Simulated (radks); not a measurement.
Question: Species: a nucleus of charge 56.8 with 57 electrons. Configuration: [Xe] 5d1 6s2. Method: scalar-relativistic Kohn-Sham, r2SCAN, spin-polarised, spherical densities, finite nucleus; open shells are filled with parallel spins first (spin-orbit coupling, left out, can overturn this in heavy ions); meta-GGA in the generalised Kohn-Sham scheme; Fermi nuclear charge, rms radius 4.855 fm; computed with a radial shooting solver on a logarithmic mesh with Libxc functionals. Some entries of the table are withheld. Estimate them.

orbital,occ.,eigenvalue (hartree),<r> (bohr),<r^2> (bohr^2)
1s down,1,-1415.259,0.02517,0.0008609
1s up,1,-1415.259,0.02517,0.0008609
2s up,1,-225.6363,0.1079,0.01373
2s down,1,-225.6349,0.1079,0.01373
2p up,3,-202.1292,0.09464,0.01093
2p down,3,-202.1282,0.09464,0.01093
3s up,1,-48.36894,0.2860,0.09345
3s down,1,-48.36869,0.2859,0.09345
3p up,3,-40.81217,0.2841,0.09361
3p down,3,-40.81181,0.2841,0.09360
3d up,5,-29.94268,0.2612,0.08051
3d down,5,-29.94179,0.2612,0.08051
4s up,1,-9.78669,0.6584,0.4887
4s down,1,-9.78495,0.6585,0.4888
4p up,3,-7.31863,0.6976,0.5528
4p down,3,-7.31710,0.6976,0.5530
4d up,5,-3.73302,0.7743,0.6955
4d down,5,-3.73145,0.7743,0.6954
5s up,1,-1.39157,1.586,2.825
5s down,1,-1.38146,1.578,2.797
5p up,3,-0.78535,1.837,3.828
5p down,3,-0.76845,1.822,3.764
6s up,1,-0.10635,4.573,23.63
6s down,1,-0.09241,4.866,26.85
5d up,1,(1),3.153,12.11
5d down,0,(2),3.354,14.06

Answer: 
(1) 5d up eigenvalue (hartree): -0.07254
(2) 5d down eigenvalue (hartree): -0.04683
